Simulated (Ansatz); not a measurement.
Cost and result for the atomization energy of `O=CC[SiH2]O` (11 atoms, 10 bonds).

```xyz
11

O     0.669   -0.037   -1.965
C    -0.201   -0.621   -1.361
C    -0.933   -0.038   -0.210
Si    0.312    0.182    1.208
O     1.543    1.099    0.640
H    -0.451   -1.668   -1.629
H    -1.259    0.977   -0.457
H    -1.789   -0.644    0.090
H     0.765   -1.162    1.657
H    -0.336    0.885    2.340
H     1.680    1.027   -0.312
```

The species carries charge 0 and has multiplicity 1. All single points use the PBE0-D4/def2-TZVP geometry. It is one conformer, not always the lowest. Program: Ansatz. All runs use 4 threads of an Arm Neoverse V2 on a shared host. Times are those of one run each, without the atoms' runs, and a repeat can differ threefold. Electronic energies, without spin–orbit coupling; frozen cores. CCSD(T)/CBS adds CCSD(T) − MP2 in def2-TZVPP to the MP2 limit, and its time is that of the two runs behind it. T1 = 0.014. B3LYP takes the VWN-RPA correlation (the form of Gaussian; ORCA's B3LYP/G).

CCSD(T)/CBS is a level of theory with its own doubt, some kJ/mol a heavy atom from the limit and from the frozen cores, so smaller differences don't rank the functionals.

```
                             level  functions  wall time  atomization (kcal/mol)  difference from CCSD(T)/CBS  per bond
   PBE-D4/def2-TZVPP (with forces)        250      2.1 s                  1048.2                         18.7       1.9
                PBE0-D4/def2-TZVPP        250      2.4 s                  1025.4                         -4.1      -0.4
 B3LYP-D4/def2-TZVPP (with forces)        250      3.9 s                  1026.3                         -3.2      -0.3
r2SCAN-D4/def2-TZVPP (with forces)        250      4.1 s                  1030.9                          1.4       0.1
                 B2PLYP/def2-TZVPP        250      4.8 s                  1017.5                        -12.0      -1.2
                ωB97X-V/def2-TZVPP        250      6.5 s                  1030.7                          1.2       0.1
  ωB97M-V/def2-TZVPP (with forces)        250      9.5 s                  1031.2                          1.7       0.2
                    MP2/def2-QZVPP        478       19 s                  1039.4                          9.9       1.0
                CCSD(T)/def2-TZVPP        250    2.2 min                  1001.6                        -27.9      -2.8
                 CCSD(T)/CBS(def2)          –    2.5 min                  1029.5                          0.0       0.0
```

In def2-TZVPP, CCSD(T) changes the Hartree–Fock value by +262.4 kcal/mol (the triples alone add +16.3 kcal/mol) and MP2 by +283.5 kcal/mol; breaking electron pairs costs correlation energy, which Hartree–Fock lacks. The D4 term adds +8.3 kcal/mol with B3LYP and +4.4 kcal/mol with PBE0; it sums over pairs of atoms, weighted by their polarisabilities, and B3LYP, whose exchange is more repulsive, gets the larger term. From PBE to PBE0 (25 % exact exchange), in def2-TZVPP and without D4, the atomization energy moves by −21.9 kcal/mol: exact exchange takes away binding that semilocal exchange gives to molecules.
